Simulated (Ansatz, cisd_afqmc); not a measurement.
Species: BO, charge 1, singlet. BO+ (parent SMILES [B]=O, singlet).
B3LYP-D3(BJ)/def2-TZVP minimum from Ansatz (a first-principles code):
```
B
O 1 1.1884
```
Charge +1, spin multiplicity 1.

Total energies in cc-pVDZ, 8 correlated electrons, 2 frozen orbitals. Open shells are spin-unrestricted; no spin-orbit coupling. Cores are frozen in correlated methods. No relativity. AFQMC is phaseless with a CISD trial state; ± is one standard error, without the phaseless bias. Outlying blocks are dropped, and bars are widened where a walk drifts. Over all cases where full CI ran beside it in this data, AFQMC minus full CI had a median of +0.1 mEh and passed +0.4 mEh in a tenth of the cases. The T1 diagnostic of BO+ (parent SMILES [B]=O, singlet) reaches 0.055 in the sets run. The spin of BO+ (parent SMILES [B]=O, singlet) was assumed, and the state is the lowest solution found for it.

```csv
method,program,energy (Eh),error against FCI (mEh)
HF,Ansatz,-99.03810,273.25
MP2,Ansatz,-99.29890,12.45
CCSD,Ansatz,-99.29621,15.14
CCSD(T),Ansatz,-99.30915,2.21
CCSDT(Q),Ansatz,-99.31279,-1.44
CCSDTQ,Ansatz,-99.31161,-0.25
AFQMC/CISD,cisd_afqmc,-99.3092 ± 0.0004,2.1 ± 0.4
FCI,Ansatz,-99.31136,0.00
```

Rough core times of Ansatz's runs on a shared machine: CCSD(T) under 20 s, CCSDT(Q) under 20 s, CCSDTQ 70 s, FCI 8 min.
